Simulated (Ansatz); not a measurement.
Stepwise reaction of `O[SiH](O)O` with hydrogen sulfide, as a gas-phase model of exchange steps in deposition or etching. ΔE in kJ/mol.

Program: Ansatz. Geometries: PBE0-D4/def2-TZVP. ΔE: electronic, gas phase. CBS: MP2 limit from def2 TZ/QZ plus the TZ coupled-cluster correction, frozen cores. This one scheme is used for every species. Functionals use def2-TZVPP. B3LYP here is the variant with VWN-RPA as its local correlation; programs differ in this. One conformer a species, not always the lowest.

```
step                                 reaction  PBE-D4  B3LYP-D4  ωB97M-V  CCSD(T)/CBS
   1  `O[SiH](O)O` + H₂S → `O[SiH](O)S` + H₂O    42.2      56.0     56.3         53.1
   2  `O[SiH](O)S` + H₂S → `O[SiH](S)S` + H₂O    32.5      45.9     46.7         42.3
```

Task: Give the row of step 3, `O[SiH](S)S` + H₂S → `S[SiH](S)S` + H₂O. (An estimate is asked.)

Result: The calculation gave: 
| step | reaction | PBE-D4 | B3LYP-D4 | ωB97M-V | CCSD(T)/CBS |
| --- | --- | --- | --- | --- | --- |
| 3 | `O[SiH](S)S` + H₂S → `S[SiH](S)S` + H₂O | 28.7 | 40.6 | 41.8 | 36.4 |

Task: By hand: ΔE of the 3 steps together at CCSD(T)/CBS.

Result: (53.1) + (42.3) + (36.4) = 131.8 kJ/mol, or 43.9 kJ/mol a step.

In ΔE each step is lower than the one before. All are uphill at CCSD(T)/CBS. PBE-D4 differs from CCSD(T)/CBS by -10.9 to -7.7 kJ/mol a step. Isolated molecules leave out the surface, adducts and barriers. Largest T1 diagnostic: 0.012.
